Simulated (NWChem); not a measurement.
Molecule: C2H4BNO2; SMILES CB(O)N=C=O

```xyz
10

B     -0.0768     0.9573    -0.0021
C      1.2453     1.8131    -0.0002
H      1.8880     1.5211    -0.8465
H      1.8274     1.5966     0.9111
H      1.0821     2.9004    -0.0504
N      0.0026    -0.4733    -0.0012
C     -0.0051    -1.6666    -0.0003
O      0.0073    -2.8357     0.0005
O     -1.3265     1.4837     0.0005
H     -1.3189     2.4455    -0.0002
```
Atoms are numbered in this order, from 1.

Program: NWChem. Geometry: optimised at PBE0/def2-SVP. Total energies of different functionals are on different scales.

```tsv
level	energy (Ha)	highest occupied level (eV)	orbital gap (eV)	dipole (D)	relative time
PBE/def2-TZVP	-308.5512	-7.01	5.68	3.47	1
B3LYP/def2-TZVP	-308.9185	-8.20	7.61	3.63	1
CAM-B3LYP/def2-TZVP	-308.7810	-9.83	10.60	3.71	10
PW6B95/def2-TZVP	-309.2802	-8.55	8.21	3.64	1
LDA (Slater exchange, VWN5)/def2-TZVP	-306.4154	-7.23	5.60	3.59	1
```

Relative times are rough (shared machine, one core).
